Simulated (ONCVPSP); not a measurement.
An all-electron radial function and its pseudo partner (germanium (Ge))

Columns: radius, all-electron u(r) and pseudo u(r) of the 4p shell (level -4.05 eV) of germanium in the configuration [Ar] 3d10 4s2 4p2; LDA (Perdew-Wang 92), scalar-relativistic, ONCV scheme, ONCVPSP 4.0.1.

```tsv
r (bohr)	all-electron	pseudo
0.113	0.1505	0.0042
0.225	-0.0003	0.0167
0.338	-0.1804	0.0378
0.450	-0.2499	0.0665
0.563	-0.2227	0.1021
0.675	-0.1402	0.1426
0.788	-0.0331	0.1875
0.900	0.0776	0.2354
1.013	0.1833	0.2861
1.125	0.2771	0.3369
1.238	0.3589	0.3868
1.350	0.4270	0.4332
1.463	0.4831	0.4763
1.575	0.5273	0.5153
1.688	0.5617	0.5503
1.800	0.5868	0.5793
1.913	0.6043	0.6009
2.025	0.6149	0.6140
2.138	0.6199	0.6199
2.250	0.6201	0.6201
2.363	0.6162	0.6162
2.475	0.6090	0.6090
2.588	0.5990	0.5990
2.700	0.5869	0.5869
2.813	0.5729	0.5729
2.925	0.5576	0.5576
```

Question: How many radial nodes do the two functions have?

Answer: The all-electron 4p function has n − l − 1 = 2; the pseudo-wave has 0, since the states of the same l below it are removed with the core.

Question: At about which radius was the pseudo-wave matched?

Answer: 2.25 bohr, where the columns begin to agree (steps of 0.11 bohr).

Question: Is the pseudo-wave norm-conserving?

Answer: Yes: the ONCV scheme keeps the norm inside the radius equal to the all-electron one, which fixes the energy derivative of the logarithmic derivative at the level.
